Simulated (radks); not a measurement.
Values are calculated unless marked as measured or tabulated.
Pt, configuration [Xe] 4f14 5d9 6s1 (the NIST ground configuration).

Code: a radial shooting solver on a logarithmic mesh with Libxc functionals. Model: scalar-relativistic Kohn-Sham, PBEsol, spin-unpolarised, spherical densities, finite nucleus; Fermi nuclear charge, rms radius 5.427 fm.

Energy parts (eV):
total: -500812.87
kinetic: 558206.00
electron-nucleus: -1244407.06
Hartree: 194884.57
exchange-correlation: -9496.38

Orbitals (lengths in bohr, moments of r in powers of bohr; <r^-3> diverges for s and p1/2; r(max) is where P^2 peaks):
orbital  occ.  eigenvalue (eV)  <r^-3>   <1/r>   r(max)       <r^4>
1s          2        -78368.77       -   93.88  0.01062   4.525e-07
2s          2        -13768.73       -   22.01  0.06125  0.00006665
2p          6        -11938.19   24220   19.66  0.05059  0.00005367
3s          2        -3234.032       -   8.157   0.1727    0.002418
3p          6        -2700.675    5513   7.463   0.1718    0.002643
3d         10        -2120.874   690.0   7.031   0.1398    0.002033
4s          2        -694.5499       -   3.491   0.3899     0.05473
4p          6        -519.5435    1318   3.157   0.4101     0.07311
4d         10        -306.6943   143.6   2.826   0.4182      0.1024
5s          2        -101.8135       -   1.419   0.8687       1.514
4f         14         -70.1480   27.15   2.390   0.3848      0.2221
5p          6         -56.0453   216.3   1.200   0.9774       2.924
5d          9          -6.1695   11.47  0.7874    1.263       26.44
6s          1          -5.6927       -  0.4366    2.379       162.0

The highest occupied level is 6s at -5.693 eV. For comparison, the ionisation energy in NIST's Atomic Spectra Database is 8.959 eV (measured). In exact Kohn-Sham theory the highest level is minus the ionisation energy, but local and semilocal functionals leave it too shallow, through self-interaction and a potential that decays too fast; potentials with the right tail come closer.

Beside tabulated values, note that spin-unpolarised runs miss the spin-polarisation part of the exchange energy of open shells.
